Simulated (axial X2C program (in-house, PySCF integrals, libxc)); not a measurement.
## Which molecule has these constants?

Calculated with an in-house relativistic program for diatomic molecules, spin-free (one-electron X2C) or two-component (2c: spin–orbit coupling with atomic mean-field Coulomb and Gaunt terms, which also bring small scalar terms), in Dyall basis sets with cores contracted in-house; open shells are unrestricted.

A two-component PBE0 calculation in a Dyall 3-zeta basis gave Re = 2.366 Å, ωe = 285.5 cm⁻¹, De = 2.15 eV, dipole magnitude 0.10 D, Ω = 0.

Question: Which molecule is it?
A. AlAu
B. AlAg
C. AlCu

Answer: C. The others have AlAg 2.518 Å and 245.1 cm⁻¹ (Ω = 0); AlAu 2.365 Å and 322.5 cm⁻¹ (Ω = 0).

Each entry is the lowest single determinant of a limited PBE0 search at one distance. De goes to single-determinant-based atoms at the same level (for ions the charge split of lowest energy) and is withheld (n/a) where an atom does not fit its ground term or J level. Main or longest-lived isotopes. Some light 2c atoms are not at their ground J level, so De misses part of their lowering (0.04 eV or less). The functionals have no current term, which raises determinants with orbital currents.
